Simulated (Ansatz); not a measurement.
C4H8Ge can be A, `C#CC[CH2][GeH3]`, or B, `C=[CH][GeH2][CH]=C`.

Calculated with Ansatz (gas phase, PBE0-D4/def2-TZVP geometries, no zero-point term in ΔE). CBS: MP2 limit from def2 TZ/QZ plus the TZ coupled-cluster correction, frozen cores. Functionals use def2-TZVPP. B3LYP here is the variant with VWN-RPA as its local correlation; programs differ in this. For Ge outer-core shells are correlated without core-valence functions, which leaves a few kJ/mol of doubt a bond. Scalar relativity is left out up to krypton. Each species was taken in one conformer, which may not be the lowest.

(1) Which isomer does CCSD(T)/CBS put lower? Give the gap. (An estimate is asked.)

(2) Give E(B) − E(A) in kcal/mol with CCSD/def2-TZVPP, PBE0-D4, PBE-D4, HF/def2-TZVPP, B3LYP-D4, MP2/def2-TZVPP, ωB97M-V. (An estimate is asked.)

Largest T1 diagnostic: 0.012.

Results:

(1) Computed: B, by 12.6 kcal/mol.

(2) Ansatz gave: CCSD/def2-TZVPP -12.8, PBE0-D4 -12.7, PBE-D4 -13.1, HF/def2-TZVPP -12.5, B3LYP-D4 -14.0, MP2/def2-TZVPP -10.1, ωB97M-V -12.4. None reverses the order clearly.

The D4 term adds −1.1 kcal/mol with B3LYP and −0.6 kcal/mol with PBE0; it sums over pairs of atoms, weighted by their polarisabilities, and B3LYP, whose exchange is more repulsive, gets the larger term.
